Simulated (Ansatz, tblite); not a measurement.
Cost and result up the ladder for n-GeGeSiH8 (SiGe2H8) (11 atoms). Charge 0, multiplicity 1. Geometry: PBE-D4/def2-SVP.

```
atom    x (Å)    y (Å)    z (Å)
 Ge1   0.3856  -1.4841   1.3184
 Ge2  -0.6843  -0.4214  -0.5987
 Si3   0.1211   1.8145  -0.8831
  H4   0.0320  -0.7132   2.6189
  H5   1.9283  -1.4650   1.1438
  H6  -0.0758  -2.9572   1.4759
  H7  -0.3908  -1.2568  -1.8770
  H8  -2.2253  -0.4100  -0.3912
  H9  -0.5191   2.4794  -2.0727
 H10   1.6134   1.7903  -1.0842
 H11  -0.1852   2.6234   0.3499
```

Ansatz on 4 threads of Arm Neoverse V1 on a shared host; xTB runs through tblite on one thread. Times are rough, summed over both states, and most runs start from the orbitals of an earlier one. PBE0-D4/def2-TZVP serves as the yardstick here, not as an exact answer. The other state is a triplet.

The xTB rows come from tblite.

xTB has no spin-polarisation term.

```csv
level,functions,wall time,vertical triplet (eV),difference from PBE0-D4/def2-TZVP (eV)
GFN1-xTB,43,0.014 s,4.12,-1.65
GFN2-xTB,35,0.018 s,4.79,-0.98
PBE-D4/def2-TZVP (with forces),181,7.1 s,5.50,-0.28
PBE0-D4/def2-TZVP,181,13 s,5.77,0.00
r2SCAN-D4/def2-TZVP,181,15 s,5.69,-0.08
```
